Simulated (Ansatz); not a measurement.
Consider the substitution at a C–C bond: `CC(F)OC=N` + `CBO` → `CBOC` + `N=COCF`.

Calculated with Ansatz (gas phase, PBE0-D4/def2-TZVP geometries, no zero-point term in ΔE). CBS: MP2 limit from def2 TZ/QZ plus the TZ coupled-cluster correction, frozen cores. DFT in def2-TZVPP. B3LYP here is the variant with VWN-RPA as its local correlation; programs differ in this. Each species was taken in one conformer, which may not be the lowest.

| level | ΔE (kcal/mol) | difference from CCSD(T)/CBS |
| --- | --- | --- |
| PBE-D4 | 22.1 | -1.7 |
| r2SCAN-D4 | 23.3 | -0.5 |
| PBE0-D4 | 23.0 | -0.8 |
| B3LYP-D4 | 21.7 | -2.1 |
| ωB97X-V | 23.0 | -0.8 |
| ωB97M-V | 23.8 | 0.0 |
| B2PLYP | 22.4 | -1.4 |
| PBE | 21.8 | -2.0 |
| r2SCAN | 23.2 | -0.6 |
| PBE0 | 22.8 | -1.0 |
| B3LYP | 21.3 | -2.5 |
| HF/def2-TZVPP | 21.4 | -2.4 |
| MP2/def2-TZVPP | 24.4 | 0.6 |
| SCS-MP2/def2-TZVPP | 22.9 | -0.9 |
| CCSD/def2-TZVPP | 23.0 | -0.8 |
| CCSD(T)/def2-TZVPP | 23.1 | -0.7 |
| HF/def2-QZVPP | 21.3 | -2.5 |
| MP2/def2-QZVPP | 24.8 | 1.0 |
| SCS-MP2/def2-QZVPP | 23.3 | -0.5 |
| HF/CBS(def2) | 21.3 | -2.5 |
| MP2/CBS(def2) | 25.1 | 1.3 |
| CCSD/CBS(def2) | 23.7 | -0.1 |
| CCSD(T)/CBS | 23.8 | 0 |

Largest T1 diagnostic among the species: 0.013.

In def2-TZVPP, CCSD(T) changes the Hartree–Fock value by +1.7 kcal/mol (the triples alone add +0.0 kcal/mol) and MP2 by +3.0 kcal/mol. From PBE to PBE0 (25 % exact exchange), in def2-TZVPP and without D4, ΔE moves by +0.9 kcal/mol.
